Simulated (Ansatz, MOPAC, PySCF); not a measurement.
Complex: SiH4 (SMILES [SiH4]) (first 5 atoms) with PH3 (SMILES P); geometry from B3LYP-D3(BJ)/def2-TZVP.
(charge 0, multiplicity 1):
```json
[
 {"atom": "Si", "x (Å)": "-0.1334", "y (Å)": "0.0522", "z (Å)": "0.1652"},
 {"atom": "H", "x (Å)": "-1.4945", "y (Å)": "-0.3541", "z (Å)": "0.5800"},
 {"atom": "H", "x (Å)": "-0.0649", "y (Å)": "0.1031", "z (Å)": "-1.3134"},
 {"atom": "H", "x (Å)": "0.8517", "y (Å)": "-0.9303", "z (Å)": "0.6690"},
 {"atom": "H", "x (Å)": "0.1741", "y (Å)": "1.3900", "z (Å)": "0.7176"},
 {"atom": "P", "x (Å)": "-0.3252", "y (Å)": "-0.0900", "z (Å)": "4.2736"},
 {"atom": "H", "x (Å)": "0.8474", "y (Å)": "0.2794", "z (Å)": "3.5665"},
 {"atom": "H", "x (Å)": "-0.5626", "y (Å)": "-1.2237", "z (Å)": "3.4549"},
 {"atom": "H", "x (Å)": "-1.1605", "y (Å)": "0.7512", "z (Å)": "3.4950"}
]
```

Interaction energies are E(AB) − E(A) − E(B) at the monomers' geometry in the complex; basis-set methods are counterpoise corrected. Rows marked so take none.

Correlated levels freeze the cores. Rows in 6-311+G**, 6-31G* carry no dispersion term and start afresh at each structure (6-31G* with six Cartesian d functions). The state that AM1, PM7 reach isn't checked; PM7 holds dispersion and hydrogen-bond terms.

The values were computed with Ansatz (a quantum-chemistry and plane-wave program) with Gaussian orbitals; MOPAC for AM1, PM7 (differences of heats of formation); PySCF for 6-311+G** rows, 6-31G* rows, the dispersion terms. 

```
level                              interaction energy (kJ/mol)
---------------------------------  ---------------------------
AM1                                                        2.6
PM7                                                       30.5
HF/6-31G*                                                  4.1
r2SCAN/def2-TZVPPD                                        -2.4
B3LYP/6-311+G** (no counterpoise)                          2.6
PBE0-D4/def2-TZVPPD                                       -5.0
BHLYP-D4/def2-TZVPPD                                      -4.6
M06-2X/6-31G* (no counterpoise)                            [?]
CCSD(T)/aug-cc-pV(T+d)Z                                    [?]
```

**Question.** What belongs in the gaps?

**Answer.** 
- M06-2X/6-31G* (no counterpoise), interaction energy (kJ/mol): -6.2
- CCSD(T)/aug-cc-pV(T+d)Z, interaction energy (kJ/mol): -3.8
